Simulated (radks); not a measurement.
Spherical quantum dot in the effective-mass picture: electrons in a parabolic well V = omega^2 r^2 / 2 with omega = 0.0684, with a point charge +1 (a donor) at the centre, all in effective atomic units (hartree* = m*/eps^2 hartree, bohr* = eps/m* bohr), one dielectric constant everywhere. Calculated with a radial shooting solver with Libxc functionals: non-relativistic Kohn-Sham, PBE, spin-polarised, spherical densities. Levels are named by radial order and angular momentum (1s, 1p, 1d, 2s, ...), and open shells are averaged over m.

N = 5, configuration 1s2 1p(up 2, down 0) 2s(up 1, down 0). This is the lowest configuration that the search found (a dilute case). Occupied levels:

| level | occupation | eigenvalue (hartree*) | <r> (bohr*) |
|---|---|---|---|
| 1s up | 1 | 0.49710 | 2.914 |
| 1s down | 1 | 0.51545 | 2.946 |
| 2s up | 1 | 0.56111 | 6.970 |
| 1p up | 2 | 0.56478 | 7.753 |

Energy (hartree*): total 0.757554, kinetic 0.69521, external -1.3531, Hartree 2.1623, exchange-correlation -0.74691.
